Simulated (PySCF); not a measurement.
**How methods differ on the ionisation energy of Tm²⁶⁺**

Tm²⁶⁺ [Kr] 4d7 [4d3/2^4 4d5/2^3, M_J = 9/2] → Tm²⁷⁺ [Kr] 4d6 [4d3/2^4 4d5/2^2, M_J = 4], as a difference of total energies. Computed with PySCF 2.14 in an even-tempered Gaussian basis (17 s from 2.1 bohr⁻², ratio 2.8; 14 p from 2.7 bohr⁻², ratio 2.8; 9 d from 2.7 bohr⁻², ratio 2.8; 3 f from 13 bohr⁻², ratio 3), with the two-component X2C-1e Hamiltonian. Correlated levels: [Ar] 3d10 frozen; the 92 highest virtual spinors dropped. "Screened" scales the spin-orbit matrix elements by Boettger's factors to mimic the two-electron term; Breit and QED terms are absent.

| method | ionisation energy (eV) |
| --- | --- |
| GHF (spin-free) | 958.54 |
| GMP2 (spin-free) | 958.92 |
| GHF (screened spin-orbit) | 957.59 |
| GMP2 (screened spin-orbit) | 957.68 |

Breit and QED terms and the two-electron picture change are absent.

The spin-free rows relax to the high-spin LS determinant and lack the spin-orbit shift.

The labels give the starting determinants; with spin-orbit coupling the two ends relaxed to ⟨J²⟩ = 24.75, ⟨L²⟩ = 14.90, ⟨S²⟩ = 2.86 and ⟨J²⟩ = 20.03, ⟨L²⟩ = 10.27, ⟨S²⟩ = 3.84.

For comparison: 958 ± 4 eV (theoretical estimate listed by NIST; NIST Atomic Spectra Database, ionization energies).
